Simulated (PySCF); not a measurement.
# Telling isomers of C$_{7}$H$_{4}$FNO apart by NMR

[PySCF 2.14.0 with density-fitted response routines: coordinates at the GFN2-xTB level; NMR shieldings at PBE0/pcSseg-1/GIAO; a single conformation; isolated molecule; equivalent nuclei averaged; non-relativistic]

References, each an isolated molecule treated in the same way: ¹H and ¹³C vs TMS. Splittings of carbon signals by F and P are missing where no couplings were computed. Where no couplings were computed, multiplicities follow the n + 1 count of equivalent neighbours, and m marks all less simple cases (inequivalent or close neighbours, rings, F or P nearby). Shifts are as computed. Against solution values, carbons near 30 ppm lie about +3 ppm off and those near 130 ppm about +5 ppm. Of 1309 compounds with measured shifts, 239 miss one by over three times the rms of a fit or turn the order of signals round; such compounds aren't used in these exercises.

(1) Tabulate the signals of `O=C=Nc1ccc(F)cc1`, `O=C=Nc1cccc(F)c1` and their relative energies.

(2) What is the quickest way to tell O=C=Nc1ccc(F)cc1 from O=C=Nc1cccc(F)c1?

Answers

(1) 
```json
{"SMILES": "O=C=Nc1ccc(F)cc1", "carbon types": "3×C 4×CH", "δC": "169.7, 133.7, 133.0, 127.0, 122.8", "δH": "7.36 (m, 2H), 7.33 (m, 2H)", "E rel. (kcal/mol)": "0.4"}
{"SMILES": "O=C=Nc1cccc(F)c1", "carbon types": "3×C 4×CH", "δC": "173.9, 140.0, 136.5, 127.9, 126.9, 118.1, 117.8", "δH": "7.59 (m, 1H), 7.14 (m, 1H), 7.11 (m, 1H), 7.09 (d, 1H)", "E rel. (kcal/mol)": "0.0"}
```

Energies are electronic energies at PBE0/pcSseg-1 on these geometries, without zero-point or thermal terms, each for the one conformer computed, which needn't be the lowest.

(2) Count the carbon signals: 5 against 7. The first has an aromatic carbon bearing nitrogen (C) at 133.7 ppm, the second an aromatic carbon bearing nitrogen (C) at 140.0 ppm. Their most deshielded carbons lie at 169.7 and 173.9 ppm.
